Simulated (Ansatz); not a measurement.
Input and output for AlH₃O₃ (`[OH][Al]([OH])[OH]`).

```yaml
crystal:
  periodic: [false, false, false]
  atoms:
    - {symbol: O, position_ang: [-1.645590, 0.189716, -0.282109]}
    - {symbol: Al, position_ang: [0.008653, -0.009750, -0.006502]}
    - {symbol: O, position_ang: [0.664391, 0.365882, 1.503863]}
    - {symbol: O, position_ang: [1.007216, -0.584896, -1.241127]}
    - {symbol: H, position_ang: [-2.242094, 0.512514, 0.390957]}
    - {symbol: H, position_ang: [1.594742, 0.266478, 1.697777]}
    - {symbol: H, position_ang: [0.673782, -0.807943, -2.108357]}
basis:
  gaussian: {orbitals: def2-TZVPP}
hamiltonian: {xc: {name: revPBE}}
```

```sh
$ ansatz run in.yaml --threads 4 --pin off --events-out ev --progress --plain --max-ram 10444MiB
```

It prints (some lines left out):

```
Functional definition: revPBE
899 factors; their error is unknown
mean field evaluation 1: about -12771.4928 eV, gradient 1.1e2 eV
mean field evaluation 2: about -12686.6944 eV, gradient 2.3e2 eV
mean field evaluation 4: about -12791.1258 eV, gradient 3.4e0 eV
mean field evaluation 8: about -12791.1471 eV, gradient 9.0e-2 eV
mean field evaluation 16: about -12791.1409 eV, gradient 4.6e-5 eV
mean field -12791.14088105 eV, -470.0657572319 hartree, gradient 4.6e-5 eV, S^2 0.000000; 0 other end points of the search recorded, 0 dependent functions left out
reference -12791.14093240 eV, -470.0657591189 hartree; 20, 20 occupied and 157, 157 virtual orbitals, 899 factors
Total energy: -12791.14093240 eV, -470.0657591189 hartree
```

Run time 0.85 s (4 threads of an Intel Xeon Platinum 8375C on a shared host); peak host memory 0.19 GiB.
